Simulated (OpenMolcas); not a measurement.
Computed levels of 2s² 2p² in ions with 6 electrons, in cm-1 above ³P₀.

```json
{"Program": "OpenMolcas", "Method": "XMS-RASPT2, IPEA 0.25 Eh, imaginary shift 0.1 Eh", "Basis": "ANO-RCC-VTZP", "Scalar Hamiltonian": "DKH2, point nucleus", "Spin-orbit coupling": "RASSI with atomic mean-field integrals over the reference wave functions, term energies averaged over their components"}
```

Active space for each ion: 4 electrons in 9 orbitals (RAS2 2s 2p; RAS3 3d, at most 2 electrons); closed shells correlated by CASPT2: 1s.

```
Level      C    O2+    F3+   Ne4+
  ³P₁   15.1    106    223    399
  ³P₂   45.0    312    652   1150
  ¹D₂  10520  21020  25960  30870
  ¹S₀  22410  44740  55060  64880
```

Question: Estimate ³P₂, ¹D₂, ¹S₀ for N+ from its neighbours C and O2+.

Answer: ³P₂ is fine structure, which grows about as the fourth power of a screened charge, so the fourth roots are averaged: ((45^0.25 + 312^0.25) / 2)^4 = 133. The calculation gives 130, so the estimate is off by +2.3 %; the measured value is 131 (NIST Handbook of Basic Atomic Spectroscopic Data).
¹D₂ is another term, which grows about linearly with the charge: (10520 + 21020) / 2 = 15770. The calculation gives 15930, so the estimate is off by -1.0 %; the measured value is 15316 (NIST Handbook of Basic Atomic Spectroscopic Data).
¹S₀ is another term, which grows about linearly with the charge: (22410 + 44740) / 2 = 33575. The calculation gives 33950, so the estimate is off by -1.1 %; the measured value is 32689 (NIST Handbook of Basic Atomic Spectroscopic Data).

CASPT2 breaks the degeneracy within a term, and the mean is taken; among the terms shown or strongly mixed into the levels shown the widest spread is 36 cm-1 (2s² 2p² ¹D, N+). Active for correlation alone: 3d; no level in the range computed is led by a configuration that fills it, so any true level of that kind is missing. Measured partners are found by configuration, term and J. A level has none where our copy of the source lacks it or the pairing is in doubt (some pairs that miss far off the trend of their configuration count as doubtful), and it then counts in no deviation. Levels of configurations outside the active space are missing.
